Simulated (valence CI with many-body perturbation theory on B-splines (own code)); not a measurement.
## Forbidden lines of Cu VI

Method: valence CI with perturbative core correlation (CI+MBPT): six valence electrons over a frozen Dirac-Fock core [Ar], radial functions for each j: 7 s, 7 p, 8 d, 6 f, 4 g, 1 h, with the one-electron correlation potential Σ1, the two-electron term Σ2, the three-electron term Σ3, Breit, model QED; selected CI, second order for the rest, scaled by the run's own slope (own B-spline code, finite nucleus).

Set against measurement, 30 paired levels are off by 577 cm⁻¹ on average, the worst by 1949. Among the levels kept, up to 610 cm⁻¹ of a level comes from second order outside the variational space, and about a tenth of that is noise between levels of different J, which matters for small intervals. Only levels of the ground parity were solved; by the run's estimate the other parity begins above the list, which can be wrong where configurations are misplaced.

Lines 51 to 100 of 113 in falling wavelength, among levels below 78315 cm⁻¹, chosen from the decays that carry over 1 % of a level's rate. Wavelengths and rates use the calculated energies, so an error of 600 cm⁻¹ moves a line at 3432 Å by 2.1 % and its rate by three times that or more. Electric multipoles are in the length gauge, E1 and E2 with the static RPA response of the core. S is in atomic units (e²a₀⁴ for E2 and M2, e²a₀⁶ for E3), for M1 in squared Bohr magnetons. Weak lines are less certain than strong ones. Lines between different terms over intervals too small for the method are left out, as are lines whose strength nearly cancels and 7 of this kind that miss the measured wavelength by over 7 %. The highest levels of a list are the least certain.

Letters in brackets count levels of one name in rising energy.

```
λ vac (Å)  λ from measured levels         Upper         Lower  Type   A (s⁻¹)  S (a.u.)
     3432                    3288      3d⁶ ³H_6      3d⁶ ⁵D_4    E2  1.59e-05  8.77e-05
     3363                    3225      3d⁶ ³H_5      3d⁶ ⁵D_4    M1  4.02e-04  6.24e-06
     3362                    3322  3d⁶ ³F_4 [b]      3d⁶ ³D_3    M1  8.97e-01  1.14e-02
     3342                    3301  3d⁶ ³F_2 [b]      3d⁶ ³D_1    M1  8.48e-01  5.87e-03
     3328                    3286  3d⁶ ³F_2 [b]      3d⁶ ³D_2    M1  1.63e+00  1.12e-02
     3326                    3196      3d⁶ ³H_4      3d⁶ ⁵D_4    M1  2.02e-01  2.48e-03
     3324                    3339  3d⁶ ³P_1 [a]      3d⁶ ⁵D_0    M1  1.01e+00  4.11e-03
     3242                    3258  3d⁶ ³P_1 [a]      3d⁶ ⁵D_2    M1  5.10e+00  1.93e-02
     3240                    3200  3d⁶ ³F_2 [a]      3d⁶ ⁵D_1    M1  4.06e-01  2.56e-03
     3237                    3194  3d⁶ ³F_3 [a]      3d⁶ ⁵D_2    M1  7.15e-01  6.29e-03
     3219                    3169  3d⁶ ³F_4 [a]      3d⁶ ⁵D_3    M1  6.97e-01  7.76e-03
     3196                    3157      3d⁶ ¹F_3  3d⁶ ³F_3 [a]    M1  2.94e-02  2.49e-04
     3188                    3149  3d⁶ ³F_2 [a]      3d⁶ ⁵D_2    M1  8.66e-01  5.20e-03
     3170                    3187  3d⁶ ³P_0 [a]      3d⁶ ⁵D_1    M1  6.62e+00  7.82e-03
     3157                    3115  3d⁶ ³F_3 [a]      3d⁶ ⁵D_3    M1  2.15e+00  1.76e-02
     3135                    3104      3d⁶ ¹F_3  3d⁶ ³F_4 [a]    M1  8.38e-02  6.70e-04
     3111                    3073  3d⁶ ³F_2 [a]      3d⁶ ⁵D_3    M1  2.56e-01  1.43e-03
     3103                    3053  3d⁶ ³F_4 [a]      3d⁶ ⁵D_4    M1  3.93e+00  3.92e-02
     3045                    3003  3d⁶ ³F_3 [a]      3d⁶ ⁵D_4    M1  4.12e-01  3.02e-03
     2936                    2969      3d⁶ ¹F_3      3d⁶ ³H_4    M1  8.11e-02  5.33e-04
     2778                    2709      3d⁶ ³G_3      3d⁶ ⁵D_2    M1  3.89e-02  2.17e-04
     2751                    2683      3d⁶ ³G_4      3d⁶ ⁵D_3    M1  5.61e-02  3.90e-04
     2744                    2675      3d⁶ ³G_5      3d⁶ ⁵D_4    M1  7.52e-03  6.34e-05
     2719                    2652      3d⁶ ³G_3      3d⁶ ⁵D_3    M1  1.01e-01  5.27e-04
     2666                    2600      3d⁶ ³G_4      3d⁶ ⁵D_4    M1  2.20e-01  1.39e-03
     2635                    2570      3d⁶ ³G_3      3d⁶ ⁵D_4    M1  1.60e-02  7.61e-05
     2603                    2615  3d⁶ ³F_2 [b]      3d⁶ ³G_3    E2  1.40e+00  7.45e-01
     2603                    2615  3d⁶ ³F_2 [b]      3d⁶ ³G_3    M1  6.84e-01  2.24e-03
     2570                    2580  3d⁶ ³F_4 [b]      3d⁶ ³G_4    M1  7.35e-01  4.16e-03
     2501                    2510  3d⁶ ³F_4 [b]      3d⁶ ³G_5    E2  1.48e+00  1.16e+00
     2501                    2510  3d⁶ ³F_4 [b]      3d⁶ ³G_5    M1  1.34e+00  6.99e-03
     2429                    2441  3d⁶ ³P_0 [b]  3d⁶ ³F_2 [a]    E2  2.21e-01  1.67e-02
     2399                    2379  3d⁶ ³P_0 [b]  3d⁶ ³P_1 [a]    M1  5.46e-01  2.80e-04
     2360                    2311  3d⁶ ³F_2 [b]  3d⁶ ³P_0 [a]    E2  1.48e-01  4.85e-02
     2346                    2354  3d⁶ ³P_1 [b]  3d⁶ ³F_3 [a]    E2  1.52e-01  2.89e-02
     2343                    2321  3d⁶ ³P_1 [b]  3d⁶ ³P_1 [a]    E2  5.15e-01  9.75e-02
     2323                    2304  3d⁶ ³F_2 [b]  3d⁶ ³F_2 [a]    E2  1.05e+00  3.16e-01
     2298                    2281  3d⁶ ³F_2 [b]  3d⁶ ³F_3 [a]    M1  9.63e-01  2.17e-03
     2298                    2281  3d⁶ ³F_2 [b]  3d⁶ ³F_3 [a]    E2  1.29e-01  3.68e-02
     2295                    2249  3d⁶ ³F_2 [b]  3d⁶ ³P_1 [a]    E2  1.38e-01  3.92e-02
     2287                    2267      3d⁶ ³D_1      3d⁶ ⁵D_0    M1  1.04e+00  1.38e-03
     2279                    2261      3d⁶ ³D_2      3d⁶ ⁵D_1    M1  7.30e-01  1.60e-03
     2273                    2254      3d⁶ ³D_1      3d⁶ ⁵D_1    M1  1.31e+00  1.71e-03
     2266                    2253  3d⁶ ³F_2 [b]  3d⁶ ³F_4 [a]    E2  2.20e-01  5.87e-02
     2263                    2249  3d⁶ ³F_4 [b]  3d⁶ ³F_4 [a]    E2  1.53e+00  7.27e-01
     2254                    2236      3d⁶ ³D_2      3d⁶ ⁵D_2    M1  9.76e-01  2.07e-03
     2248                    2229      3d⁶ ³D_1      3d⁶ ⁵D_2    M1  4.33e-02  5.46e-05
     2235                    2216      3d⁶ ³D_3      3d⁶ ⁵D_2    M1  3.76e-01  1.09e-03
     2222                    2201  3d⁶ ³P_0 [b]  3d⁶ ³P_2 [a]    E2  2.51e+00  1.21e-01
     2215                    2197      3d⁶ ³D_2      3d⁶ ⁵D_3    M1  1.88e-01  3.79e-04
```
